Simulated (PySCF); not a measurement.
H4Si2, singlet, at a GFN2-xTB geometry.

Here is a job for PySCF.
```python
from pyscf import gto, scf, dft

mol = gto.Mole()
mol.atom = '''
    Si   -0.288906    0.946481    0.771451
    H     0.382608    2.122327    0.129654
    Si    0.207329   -0.807678   -0.597427
    H     0.996315   -0.861303   -1.840963
    H    -1.091687   -1.388386   -0.989240
    H     0.854851   -1.815878    0.264216
'''
mol.basis = 'def2-svpd'
mol.charge = 0
mol.spin = 0
mol.verbose = 4
mol.build()

mf = dft.RKS(mol)
mf.xc = 'r2scan'
mf.kernel()
```

Problem. What does this run give for the nuclear repulsion energy, HOMO energy, dipole moment, HOMO-LUMO gap, number of basis functions, total energy?

Solution. 
```
Item                                Value
-------------------------  --------------
nuclear repulsion energy       76.0989 Eh
HOMO energy                      -5.74 eV
dipole moment                      0.59 D
HOMO-LUMO gap                     1.60 eV
number of basis functions              80
total energy               -581.055471 Ha
```
